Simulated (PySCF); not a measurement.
BeCl₂: breathing scan

Computed with PBE/[Be def2-TZVP, Cl def2-TZVP], no relativity, density fitting, PySCF.

Rigid scan from the singlet minimum (Be–Cl 1.809 Å (×2); Cl–Be–Cl 180.0°). Coordinate: all bonds to the central atom scaled together. Energies in kJ/mol from the minimum.

| scale of all bonds to the centre | E (kJ/mol) |
| --- | --- |
| 0.88 | 123.8 |
| 0.92 | 49.1 |
| 0.96 | 11.0 |
| 1.00 | 0.0 |
| 1.04 | 8.9 |
| 1.08 | 32.0 |
| 1.14 | 84.9 |
| 1.22 | 174.6 |
| 1.35 | 334.9 |
